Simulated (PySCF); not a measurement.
Compound: C₃H₇NOSi.
Z-matrix (Å and degrees, GFN2-xTB geometry), rows numbered from 1:
```
O 
C   1  1.2076
N   2  1.3390  1  121.12
Si  3  1.7584  2  113.53  1     1.79
C   4  1.8806  3  112.44  2  -151.95
C   5  1.5447  4   65.60  3   107.53
H   2  1.1030  1  123.05  3   179.78
H   3  1.0065  2  120.17  1   179.78
H   4  1.4442  3  112.75  2    62.32
H   5  1.0791  4  119.39  6   106.20
H   5  1.0810  4  122.27  6  -106.12
H   6  1.0796  4  119.72  5  -106.88
H   6  1.0813  4  120.98  5   106.87
```

Probes without a nucleus sit at each ring's centroid and 1 Å off its mean plane on both sides; NICS is minus the shielding there, NICSzz its component along the normal. Level: GIAO PBE0/pcSseg-1 (PySCF, non-relativistic, gas phase) on the GFN2-xTB geometry, one conformer.

Ring bond lengths (Å), with Mayer bond orders in brackets: Si4–C5 1.881 (0.96), C5–C6 1.545 (0.88), C6–Si4 1.877 (0.96).

Q: Give the NICS values of each ring in ppm.

A: 
```tsv
ring	type	NICS(0)	NICS(1), two faces	NICS(1)zz, two faces	rms pucker (Å)	centre to ring atoms, mean (Å)
Si4–C5–C6	3-membered ring with Si; formal bonds all single	-23.2	-6.5 / -7.2	-12.0 / -14.8	0.00	1.02
```

Q: What do they say, and how far can they be read as aromaticity?

A: 
- Si4–C5–C6: mean NICS(1)zz -13.4 ppm, shielded. Si4, C5, C6 have four or more neighbours, and the NICS criterion for π rings isn't applied. NICS(0) lies 16 ppm below the mean NICS(1).

Q: List the ring angles and the Hirshfeld charges of the ring atoms.

A: 
- Si4–C5–C6: Si4 48.6° (+0.368 e), C5 65.6° (-0.183 e), C6 65.9° (-0.170 e); sum 180.0° against 180° for a flat convex ring.

Q: What are the shieldings of the ring atoms and their hydrogens in the same run (means over atoms taken as equivalent)?

A: 
```json
{"atoms": "Si4", "environment": "SiH silicon", "σ isotropic (ppm)": "461.7"}
{"atoms": "C5 (×2)", "environment": "sp3 carbon bound to silicon", "σ isotropic (ppm)": "189.7"}
{"atoms": "H9", "environment": "Si–H hydrogen", "σ isotropic (ppm)": "27.45"}
{"atoms": "H10 (×2)", "environment": "methylene hydrogen", "σ isotropic (ppm)": "31.13"}
{"atoms": "H11 (×2)", "environment": "methylene hydrogen", "σ isotropic (ppm)": "31.05"}
```

On one thread of an Arm Neoverse N1, shared host with 64 logical CPUs at a one-minute load of 57, this took 27 s and 0.70 GiB of memory at its peak. This is the whole shielding run at PBE0/pcSseg-1, SCF included.
